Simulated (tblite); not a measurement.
C₇H₅N₂ (doublet state).
InChI=1S/C7H5N2/c8-5-6-2-1-3-7(9)4-6/h2-4H,9H2

The geometry is computed with GFN2-xTB (gas phase). This method treats the open shell by occupation alone, without spin polarisation.

Take the most abundant isotopes and a rigid rotor. 

Give the principal moments of inertia and the rotational constants in cm⁻¹.

Ia = 136.61, Ib = 412.89, Ic = 549.25 u·Å²; 505379 MHz·u·Å²/I gives 3699, 1224 and 920.1 MHz, that is A = 0.12340, B = 0.04083, C = 0.03069 cm⁻¹.

What kind of rotor is it?

An asymmetric top: κ = (2 × 1224 − 3699 − 920.1)/(3699 − 920.1) = -0.78.

What does the inertial defect say?

Not planar: Δ = Ic − Ia − Ib = -0.26 u·Å². For a rigid frame Δ = −2 Σ m c², so Σ m c² = 0.13 u·Å² lies off the ab plane: 0.09 from hydrogen and 0.04 from heavier atoms. The atom farthest from that plane is 0.21 Å away.

Give the coordinates in the principal-axis frame, origin at the centre of mass.

The sense of each axis is arbitrary; atoms in the order of the calculation.
```json
{"atom": "N1", "mass (u)": "14.003", "a (Å)": "3.324", "b (Å)": "-0.702", "c (Å)": "-0.002"}
{"atom": "C2", "mass (u)": "12.000", "a (Å)": "2.228", "b (Å)": "-0.364", "c (Å)": "0.001"}
{"atom": "C3", "mass (u)": "12.000", "a (Å)": "0.884", "b (Å)": "0.068", "c (Å)": "0.000"}
{"atom": "C4", "mass (u)": "12.000", "a (Å)": "0.614", "b (Å)": "1.449", "c (Å)": "0.011"}
{"atom": "C5", "mass (u)": "12.000", "a (Å)": "-0.702", "b (Å)": "1.792", "c (Å)": "0.001"}
{"atom": "C6", "mass (u)": "12.000", "a (Å)": "-1.754", "b (Å)": "0.930", "c (Å)": "-0.014"}
{"atom": "C7", "mass (u)": "12.000", "a (Å)": "-1.482", "b (Å)": "-0.452", "c (Å)": "-0.012"}
{"atom": "N8", "mass (u)": "14.003", "a (Å)": "-2.509", "b (Å)": "-1.361", "c (Å)": "0.051"}
{"atom": "C9", "mass (u)": "12.000", "a (Å)": "-0.150", "b (Å)": "-0.862", "c (Å)": "-0.009"}
{"atom": "H10", "mass (u)": "1.008", "a (Å)": "1.418", "b (Å)": "2.166", "c (Å)": "0.025"}
{"atom": "H11", "mass (u)": "1.008", "a (Å)": "-2.778", "b (Å)": "1.273", "c (Å)": "-0.026"}
{"atom": "H12", "mass (u)": "1.008", "a (Å)": "-2.303", "b (Å)": "-2.310", "c (Å)": "-0.214"}
{"atom": "H13", "mass (u)": "1.008", "a (Å)": "-3.428", "b (Å)": "-1.035", "c (Å)": "-0.196"}
{"atom": "H14", "mass (u)": "1.008", "a (Å)": "0.085", "b (Å)": "-1.918", "c (Å)": "-0.010"}
```

For this open shell read J as N, the rotation without spin; fine and hyperfine splittings come on top. Its GFN2-xTB frequencies are all real (lowest 123 cm⁻¹). No vibrational averaging or centrifugal distortion is included, and the geometry carries the error of its method.

Time: 0.2 s of wall time. Hardware: Arm Neoverse V2, one thread, on a shared host. That covers the optimisation of the geometry.

Shape of the structure used: `[N:1]#[C:2][c:3]1[cH:4][c:5][cH:6][c:7]([NH2:8])[cH:9]1`: H–N8–C7–C6 163°, H–N8–C7–C6 19°.
